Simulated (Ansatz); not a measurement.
CH8ClNSi2 can be A, `C[Si](N)([SiH3])Cl`, or B, `[SiH3]NC[SiH2]Cl`.

Gas-phase electronic energies from Ansatz, PBE0-D4/def2-TZVP geometries. CBS: MP2 limit from def2 TZ/QZ plus the TZ coupled-cluster correction, frozen cores. Functionals use def2-TZVPP. B3LYP here is the variant with VWN-RPA as its local correlation; programs differ in this. Each species was taken in one conformer, which may not be the lowest.

A:

Z-matrix (Å, degrees):
```
C
Si 1 1.859
H 1 1.092 2 110.7
H 1 1.093 2 110.3 3 119.2
H 1 1.092 2 110.5 3 -120.6
N 2 1.710 1 108.6 3 -178.1
Si 2 2.338 1 115.4 3 60.0
Cl 2 2.092 1 106.3 3 -56.0
H 6 1.009 2 119.8 1 42.5
H 6 1.008 2 120.1 1 -174.0
H 7 1.489 2 111.0 1 54.2
H 7 1.489 2 109.4 1 173.8
H 7 1.487 2 110.4 1 -66.5
```

B:

```xyz
13

Si   -0.0198   -0.9777    1.9659
N    -0.3791   -0.6151    0.3224
C     0.5877   -0.0335   -0.5982
Si   -0.3358    1.2547   -1.6005
Cl    0.8414    2.0069   -3.1176
H     0.5110    0.2517    2.6119
H    -1.2861   -1.4130    2.6075
H     1.0048   -2.0483    2.1521
H    -1.1136   -1.1340   -0.1324
H     1.3727    0.4749   -0.0285
H     1.0975   -0.7721   -1.2300
H    -1.5297    0.6240   -2.2188
H    -0.7509    2.3814   -0.7337
```

Problem. Which is lower in electronic energy at CCSD(T)/CBS, and by how much? (Estimate.)

Solution. The calculation gave: A, by 115.2 kJ/mol.

Problem. Give E(B) − E(A) in kJ/mol with r2SCAN-D4, HF/def2-TZVPP, B3LYP, MP2/def2-TZVPP, LDA (SPW92), PBE-D4, B3LYP-D4. (Estimate.)

Solution. The calculation gave: r2SCAN-D4 123.3, HF/def2-TZVPP 96.1, B3LYP 109.3, MP2/def2-TZVPP 111.6, LDA (SPW92) 121.2, PBE-D4 125.3, B3LYP-D4 113.9. None reverses the order clearly.

Problem. Does the order hold for the free energy at 298.15 K (harmonic terms from PBE0-D4)? (Estimate.)

Solution. The calculation gave: Yes: G(B) − G(A) = +107.8 kJ/mol, for one conformer each. Modes under 60 cm⁻¹, often nearly free rotors, make the harmonic entropy too high.

Largest T1 diagnostic: 0.011.

From BLYP to BHLYP (50 % exact exchange), in def2-TZVPP and without D4, E(B) − E(A) moves by −3.8 kJ/mol. The D4 term adds +4.6 kJ/mol with B3LYP and +2.6 kJ/mol with PBE0; it sums over pairs of atoms, weighted by their polarisabilities, and B3LYP, whose exchange is more repulsive, gets the larger term.
